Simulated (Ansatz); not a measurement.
Consider the formal exchange of groups at the Al–C bond: `[CH3][AlH][B](C)F` + `O=CCO` → `C[B](F)[AlH2]` + `COCC=O`.

Computed with Ansatz on PBE0-D4/def2-TZVP structures; ΔE is electronic, products minus reactants. CCSD(T)/CBS is the MP2 limit (def2-TZVPP, def2-QZVPP) plus CCSD(T) − MP2 in def2-TZVPP, frozen cores. DFT in def2-TZVPP. B3LYP here is the variant with VWN-RPA as its local correlation; programs differ in this. Each species was taken in one conformer, which may not be the lowest.

`[CH3][AlH][B](C)F`:

Cartesian coordinates in Å:
```
C -2.350 -0.263 -0.423
Al -0.837 -0.294 0.822
B 1.227 -0.490 0.179
C 2.198 0.684 -0.179
F 1.716 -1.732 0.053
H -2.067 -0.379 -1.471
H -2.903 0.678 -0.325
H -3.061 -1.060 -0.176
H -1.173 -0.140 2.378
H 3.231 0.363 -0.343
H 2.181 1.469 0.584
H 1.840 1.165 -1.099
```

`O=CCO`:

Z-matrix (Å, degrees):
```
C
C 1 1.497
O 1 1.387 2 112.2
H 1 1.102 2 107.6 3 -123.1
H 1 1.102 2 107.5 3 123.1
O 2 1.203 1 121.7 3 -0.0
H 2 1.108 1 116.7 3 180.0
H 3 0.969 1 105.9 2 0.1
```

`C[B](F)[AlH2]`:

```xyz
9

C     0.455   -1.353    0.343
B    -0.052   -0.224   -0.611
F    -0.163   -0.532   -1.910
Al   -0.558    1.803   -0.033
H     1.468   -1.093    0.680
H    -0.147   -1.417    1.256
H     0.498   -2.337   -0.131
H    -2.044    2.199    0.387
H     0.544    2.954    0.019
```

`COCC=O`:

Cartesian coordinates in Å:
```
C -0.091 -1.082 -1.073
O 0.705 0.050 -0.822
C 0.679 0.435 0.520
C -0.598 1.152 0.898
O -0.959 1.325 2.028
H 0.264 -1.950 -0.503
H -1.146 -0.909 -0.819
H -0.018 -1.300 -2.138
H 0.837 -0.409 1.206
H 1.500 1.144 0.673
H -1.173 1.545 0.030
```

```json
{"level": "r2SCAN-D4", "ΔE (kJ/mol)": "102.9", "difference from CCSD(T)/CBS": "3.5"}
{"level": "B3LYP-D4", "ΔE (kJ/mol)": "93.7", "difference from CCSD(T)/CBS": "-5.7"}
{"level": "ωB97X-V", "ΔE (kJ/mol)": "91.5", "difference from CCSD(T)/CBS": "-7.9"}
{"level": "ωB97M-V", "ΔE (kJ/mol)": "98.3", "difference from CCSD(T)/CBS": "-1.1"}
{"level": "B2PLYP", "ΔE (kJ/mol)": "96.5", "difference from CCSD(T)/CBS": "-2.9"}
{"level": "PBE", "ΔE (kJ/mol)": "102.9", "difference from CCSD(T)/CBS": "3.5"}
{"level": "r2SCAN", "ΔE (kJ/mol)": "103.2", "difference from CCSD(T)/CBS": "3.8"}
{"level": "PBE0", "ΔE (kJ/mol)": "101.9", "difference from CCSD(T)/CBS": "2.5"}
{"level": "B3LYP", "ΔE (kJ/mol)": "95.1", "difference from CCSD(T)/CBS": "-4.3"}
{"level": "HF/def2-TZVPP", "ΔE (kJ/mol)": "79.1", "difference from CCSD(T)/CBS": "-20.3"}
{"level": "SCS-MP2/def2-TZVPP", "ΔE (kJ/mol)": "92.5", "difference from CCSD(T)/CBS": "-6.9"}
{"level": "CCSD/def2-TZVPP", "ΔE (kJ/mol)": "93.4", "difference from CCSD(T)/CBS": "-6.0"}
{"level": "CCSD(T)/def2-TZVPP", "ΔE (kJ/mol)": "95.0", "difference from CCSD(T)/CBS": "-4.4"}
{"level": "HF/def2-QZVPP", "ΔE (kJ/mol)": "79.2", "difference from CCSD(T)/CBS": "-20.2"}
{"level": "MP2/def2-QZVPP", "ΔE (kJ/mol)": "104.3", "difference from CCSD(T)/CBS": "4.9"}
{"level": "HF/CBS(def2)", "ΔE (kJ/mol)": "79.2", "difference from CCSD(T)/CBS": "-20.2"}
{"level": "CCSD(T)/CBS", "ΔE (kJ/mol)": "99.4", "difference from CCSD(T)/CBS": "0"}
```

Largest T1 diagnostic among the species: 0.014.

In def2-TZVPP, CCSD(T) changes the Hartree–Fock value by +16.0 kJ/mol (the triples alone add +1.6 kJ/mol) and MP2 by +22.7 kJ/mol.
